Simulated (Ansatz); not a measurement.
An input meant for the cluster LiCoO2 (charge 0, singlet; atoms displaced at random, 0.03 Å in each coordinate; with a point charge).

```yaml
crystal:
  periodic: [false, false, false]
  atoms:
    - {symbol: Li, position_ang: [-0.445870, -1.103360, 0.223267]}
    - {symbol: Co, position_ang: [0.310247, 0.867851, -0.197890]}
    - {symbol: O, position_ang: [1.220165, -0.364501, -0.357148]}
    - {symbol: O, position_ang: [-1.167011, 0.634754, 0.285197]}
basis:
  gaussian: {orbitals: def2-TZVP, fitting: {mean_field: cc-pVTZ-jkfit}, point_charges: [{charge: 2.00, position_ang: [6.115, -0.410, -0.750]}]}
hamiltonian: {xc: {name: PBE}}
scf: {omitted_lower_state_checks: [starts]}
output: {forces: true}
```

```sh
$ ansatz run in.yaml --threads 4 --pin off --events-out ev --progress --plain --max-ram 3916MiB
```

Question: Predict how Ansatz answers.

Answer: The program refused the input.
```
Functional definition: PBE
Error: [file] the basis set cc-pVTZ-JKFIT has no functions for Li
```
